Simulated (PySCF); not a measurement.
# Stationary points of NbNI₂

All numbers come from PySCF, PBE0, basis Nb def2-SVP with ECP28, N def2-SVP, I def2-SVP with ECP28 (scalar-relativistic core potentials, no spin–orbit coupling, density fitting).

Relaxations began from a few typed shapes. The search is not exhaustive: other isomers or separated fragments can lie lower, and high-lying points may rest on an excited occupation.

```
   spin  group                            bonds                             angles  imaginary modes (cm⁻¹)  ΔE (kJ/mol)  ΔE with ZPE (kJ/mol)
singlet     Cs  Nb–I 2.669 Å (×2), Nb–N 1.639 Å  I–Nb–I 117.7°, I–Nb–N 107.2° (×2)                    none          0.0                   0.0
singlet    C2v  Nb–I 2.689 Å (×2), Nb–N 1.636 Å  I–Nb–I 139.0°, I–Nb–N 110.5° (×2)                     58i          7.9                     –
singlet    C2v  Nb–I 2.689 Å (×2), Nb–N 1.636 Å  I–Nb–I 138.7°, I–Nb–N 110.7° (×2)                 1 found          8.1                     –
```

The lowest minimum found is the singlet Cs: Nb–I 2.669 Å (×2), Nb–N 1.639 Å; I–Nb–I 117.7°, I–Nb–N 107.2° (×2).

Formally Nb is in oxidation state +5, d0. The polar-tensor charge on Nb, 1.53, is far below the formal one.

For the lowest minimum: stability towards spin polarisation was not tested.
